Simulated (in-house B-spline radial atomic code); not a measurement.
Configurations of Mo III (Mo2+), with energies counted from [Kr] 4d4. Computed with a radial B-spline atomic code at the basis-set limit: scalar-relativistic (X2C) AM05, spin-polarised, spherical fractional occupations, Fermi nucleus of rms radius 4.4091 fm. Shells without spins written out take the highest spin.

Occupations are held fixed; configurations that lie above the ionisation limit could autoionise.

```tsv
configuration	E - E(ref) (eV)	highest orbital	its <r> (bohr)
[Kr] 4d(2 up, 2 down)	2.8786	4d up	1.722
[Kr] 4d(2 up, 1 down) 5d(1 up, 0 down)	18.365	5d up	4.783
[Kr] 4d3 5f1	22.004	5f up	8.767
[Ar] 3d10 4s2 4p5 4d4 5p1	43.526	5p up	3.24
[Ar] 3d10 4s2 4p5 4d4 4f1	53.342	4f up	4.936
[Ar] 3d10 4s2 4p(3 up, 2 down) 4d(0 up, 4 down) 5f(1 up, 0 down)	59.378	5f up	9.179
[Ar] 3d9 4s2 4p6 4d5	225.7	4d up	1.605
[Ar] 3d9 4s2 4p6 4d4 5s1	231.59	5s up	2.729
```

Question: Order these further configurations by energy, lowest first.
A. [Kr] 4d3 5s1
B. [Kr] 4d(1 up, 3 down)
C. [Ar] 3d10 4s2 4p5 4d4 5f1
D. [Ar] 3d10 4s2 4p5 4d5
E. [Ar] 3d(5 up, 4 down) 4s2 4p6 4d(4 up, 0 down) 5p(0 up, 1 down)

Answer: B (2.1657 eV), A (4.1815 eV), D (32.519 eV), C (55.978 eV), E (238.26 eV).

Question: How far above the reference does [Ar] 3d10 4s2 4p5 4d4 5s1 lie?

Answer: 37.772 eV; its least bound orbital is 5s up with <r> = 2.753 bohr.

Question: How far above the reference does [Kr] 4d3 5p1 lie?

Answer: 9.7752 eV; its least bound orbital is 5p up with <r> = 3.293 bohr.

Question: How far above the reference does [Ar] 3d10 4s2 4p(2 up, 3 down) 4d(0 up, 4 down) 5d(0 up, 1 down) lie?

Answer: 50.632 eV; its least bound orbital is 5d down with <r> = 4.682 bohr.
